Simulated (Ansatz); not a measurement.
The same path of B3ClH4 (8 atoms, charge 0, multiplicity 1) was run twice with different band settings. The coordinate that changes most is the dihedral Cl4–B2–B3–H8.

All numbers below come from Ansatz 0.2.0, RKS PBE/def2-SVP.

Relaxed end points:

```xyz
8
Properties=species:S:1:pos:R:3
B -0.399 1.395 -0.592
B -0.187 -0.210 -0.209
B 0.690 -1.064 0.917
Cl -1.145 -1.299 -1.277
H -1.294 2.057 -0.096
H 0.302 1.951 -1.420
H 1.815 -1.468 0.676
H 0.218 -1.363 2.001
```

```xyz
8
Properties=species:S:1:pos:R:3
B -0.399 1.393 -0.591
B -0.187 -0.213 -0.208
B 0.692 -1.066 0.919
Cl -1.151 -1.288 -1.285
H -1.296 2.053 -0.097
H 0.302 1.947 -1.421
H 0.221 -1.362 2.004
H 1.818 -1.466 0.679
```

Common settings: movable images 7; spring 5.0 eV/Å²; start path through a guess of the saddle point; force threshold 0.05 eV/Å; iteration limit 60; end points relaxed.

| run | climbing image | optimiser |
| --- | --- | --- |
| 1 | yes | quadratic models (default) |
| 2 | from the first iteration | lbfgs |

Problem. What does each run give, and how far can it be trusted?

Solution. Run 1: converged after 9 iterations, highest image 0.395 eV above the first end. A vibrational analysis at the climbing image gives one clearly imaginary mode, 312i cm⁻¹: a first-order saddle point.
Run 2: converged after 27 iterations, highest image 0.395 eV above the first end. Another band between the same ends (7 images) ends at a top of the same energy, where a vibrational analysis finds 1 clearly imaginary mode.
